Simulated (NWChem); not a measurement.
## Correlation energy of Br

```xyz
1

Br     0.0000     0.0000     0.0000
```
Charge 0, spin multiplicity 2.

All runs are NWChem calculations.

Basis set: def2-QZVP. Each correlation energy counts from its own Hartree-Fock reference.

| method | correlation energy (mHa) |
|---|---|
| UMP2 | -318.9 |
| SCS-UMP2 | -298.9 |
| CCSD on UHF | -325.0 |
| CCSD[T] on UHF | -334.0 |
| CCSD(T) on UHF | -333.7 |
| CCSD on ROHF | -329.9 |
| CCSD[T] on ROHF | -339.1 |
| CCSD(T) on ROHF | -338.9 |

The values span 40.3 mHa, from CCSD[T] on ROHF (lowest) to SCS-UMP2 (highest). 

The Hamiltonian is non-relativistic. The correlated methods keep 9 core orbitals frozen. The stability of the SCF solutions was not checked. Open-shell Hartree-Fock references start from PBE0 orbitals. Coupled-cluster values serve here as a point of comparison, not as the truth.
